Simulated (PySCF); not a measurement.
Radial density of Se⁺ (selenium, charge +1)

UHF, [Ar] 3d10 4s2 4p3, high-spin 4S determinant. Computed with PySCF 2.14 in def2-SVP (5s4p3d, 32 functions), with no relativity, point nucleus.

```tsv
r (bohr)	4πr²ρ (e/bohr)	4πr²(ρα − ρβ)
0.000825	0.2147	0.0000
0.00139	0.5931	0.0000
0.00233	1.584	0.0000
0.00392	4.002	0.0000
0.00660	9.468	0.0002
0.0111	19.72	0.0006
0.0187	33.66	0.0031
0.0314	41.53	0.0145
0.0528	35.71	0.0530
0.0889	38.25	0.1108
0.149	48.99	0.0540
0.251	29.31	-0.0083
0.423	31.99	0.2556
0.711	20.83	-0.0056
1.20	4.720	0.9564
2.01	2.738	1.6172
3.39	0.4619	0.3604
5.69	0.008904	0.0081
```

Problem. Where is the radial spin density 4πr²(ρα − ρβ) most negative, and why is it negative at all?

Solution. Around r = 0.251 bohr, down to -0.0083 e/bohr: exchange with the open shell polarises the paired shells in an unrestricted calculation.
